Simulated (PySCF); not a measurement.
Species: C₁₀H₁₈.
Structure used (PBE0-D3(BJ)/def2-SVP), in Å, numbered top down from 1:
```
atom  x, y, z in Å
C1    -3.399   -0.761   -0.512
C2    -2.277   -0.038    0.209
C3    -1.831    1.277   -0.429
C4    -0.526    1.595    0.293
C5     0.158    0.223    0.509
C6     1.335    0.000   -0.422
C7     2.638    0.802   -0.218
C8     3.426   -0.462   -0.606
C9     2.169   -1.291   -0.287
C10   -0.962   -0.822    0.293
H11   -3.110   -0.993   -1.551
H12   -3.649   -1.713   -0.017
H13   -4.315   -0.152   -0.547
H14   -2.608    0.190    1.240
H15   -2.584    2.078   -0.352
H16   -1.646    1.110   -1.506
H17   -0.749    2.063    1.265
H18    0.117    2.301   -0.256
H19    0.542    0.157    1.542
H20    0.995    0.110   -1.469
H21    2.777    1.054    0.846
H22    2.790    1.716   -0.812
H23    3.657   -0.478   -1.683
H24    4.351   -0.688   -0.053
H25    1.924   -2.146   -0.936
H26    2.173   -1.642    0.758
H27   -0.981   -1.597    1.074
H28   -0.799   -1.348   -0.665
```

Method used: PySCF, PBE0-D3(BJ)/def2-SVP geometry optimisation, gas phase.

Take the most abundant isotopes and a rigid rotor. The values belong to one conformer with, in the numbering `[CH3:1][C@@H:2]1[CH2:3][CH2:4][C@H:5]([CH:6]2[CH2:7][CH2:8][CH2:9]2)[CH2:10]1`, C4–C5–C6–C7 71°, C1–C2–C3–C4 -167°, C2–C3–C4–C5 37°, C3–C4–C5–C6 106°, C5–C6–C7–C8 142°.

(1) Give the principal moments of inertia and the rotational constants in cm⁻¹.

(2) What kind of rotor is it?

(3) What does the inertial defect say?

(4) Give the other two planar moments, Paa and Pbb, and the rms extents of the mass along the axes.

(5) Which types of transition are allowed, and where do some lines up to J = 2 fall?

Answers

(1) Ia = 166.67, Ib = 713.43, Ic = 809.56 u·Å²; 505379 MHz·u·Å²/I gives 3032, 708.4 and 624.3 MHz, that is A = 0.10114, B = 0.02363, C = 0.02082 cm⁻¹.

(2) A near-prolate asymmetric top. Ray's parameter κ = (2B − A − C)/(A − C) = -0.930; −1 is the prolate and +1 the oblate limit.

(3) Not planar: Δ = Ic − Ia − Ib = -70.54 u·Å². For a rigid frame Δ = −2 Σ m c², so Σ m c² = 35.27 u·Å² lies off the ab plane: 19.57 from hydrogen and 15.70 from heavier atoms. The atom farthest from that plane is 1.66 Å away.

(4) Paa = Σ m a² = (Ib + Ic − Ia)/2 = 678.16 and Pbb = Σ m b² = (Ia + Ic − Ib)/2 = 131.40 u·Å². With the mass M = 138.14 u, the rms extents √(P/M) along a, b and c are 2.22, 0.98, 0.51 Å.

(5) The dipole components are |μa| = 0.14 D, |μb| = 0.02 D, |μc| = 0.07 D. The squared components, which scale the intensities, stand as 1.00 : 0.03 : 0.26 (a : b : c). Some lines, for components of 0.1 D or more:

```tsv
type	branch	J(Ka,Kc)	MHz	lower level (cm⁻¹)
a	R	1(0,1) ← 0(0,0)	1333	0.000
a	R	2(1,2) ← 1(1,1)	2581	0.122
a	R	2(0,2) ← 1(0,1)	2663	0.044
a	R	2(1,1) ← 1(1,0)	2749	0.125
```

Stationary, but not proved a minimum. Zero-point vibration and centrifugal distortion are left out. A rigid rotor knows nothing of internal rotation, which can split or shift real lines.
